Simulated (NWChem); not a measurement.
Species: CH4F3NSi; SMILES CN[Si](F)(F)F

```xyz
10

C     -0.0801     2.3855     0.0733
N      0.6680     1.1470     0.1323
Si     0.0311    -0.4025     0.0014
F     -0.6760    -0.9924     1.3161
F      1.2070    -1.4267    -0.3604
F     -1.1079    -0.4436    -1.1249
H     -0.2455     2.8387     1.0663
H     -1.0657     2.2028    -0.3790
H      0.4282     3.1270    -0.5637
H      1.6476     1.2411     0.3743
```
Atoms are numbered in this order, from 1.

Computed with NWChem. Pople sets run with spherical d functions. Structure relaxed at the PBE0/def2-SVP level. Level: M05-2X/6-31G* with SMD (1 M gas to 1 M solution), gas-phase geometry. Reactions with the solvent are ignored.

```csv
solvent,dielectric constant,solvation free energy (kcal/mol),cavity-dispersion-structure term (kcal/mol),dipole in solution (D)
water,78.4,-1.5,4.0,3.63
diethyl ether,4.24,-4.1,0.0,3.49
2-propanol,19.3,-4.7,0.6,3.60
ethanol,24.9,-4.7,0.7,3.61
```
